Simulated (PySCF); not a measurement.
## Dipole response of Bi⁴⁶⁺ (bismuth, charge +46)

[Kr] 4d1, 2D determinant. Calculation: PySCF 2.14, in an uncontracted even-tempered set (18 s from 5.4 bohr⁻², ratio 2.5; 14 p from 7 bohr⁻², ratio 2.5; 8 d from 7 bohr⁻², ratio 2.5; 4 f from 29 bohr⁻², ratio 2.7; 3 g from 43 bohr⁻², ratio 2.7); the spin-free X2C one-electron Hamiltonian (Gaussian nucleus). Coupled (time-dependent) response in atomic units; α is the mean over directions.

```tsv
method	mean α (bohr³)	α xx, yy, zz	C₆ (like pair)	S(−4)
UHF	0.02595	0.02514, 0.02514, 0.02756	0.007025	0.0001799
```

S(−4) is the Cauchy moment in α(ω) = α(0) + S(−4) ω² + …

Spin-orbit coupling is absent.

α(iu) at UHF:

```tsv
u (hartree)	α(iu) (bohr³)
0	0.02595
1.00	0.02577
2.00	0.02525
4.00	0.02339
6.00	0.02091
8.00	0.01831
10.0	0.01589
15.0	0.01129
20.0	0.008425
30.0	0.005412
50.0	0.003075
```

A single London oscillator, α(iu) = α/(1 + u²/ω²), gives C₆ = (3/4) ω α². Matching the computed C₆ needs ω = 4 × 0.007025 / (3 × 0.02595²) = 13.9 hartree.

For an ion, C₆ is the dispersion term alone; charge-induced terms of lower order in 1/R come first.

The components differ because the open shell of this determinant is not spherical; for a pure term their mean is the scalar polarisability.

Spin-orbit coupling, absent here, splits the open shell strongly.
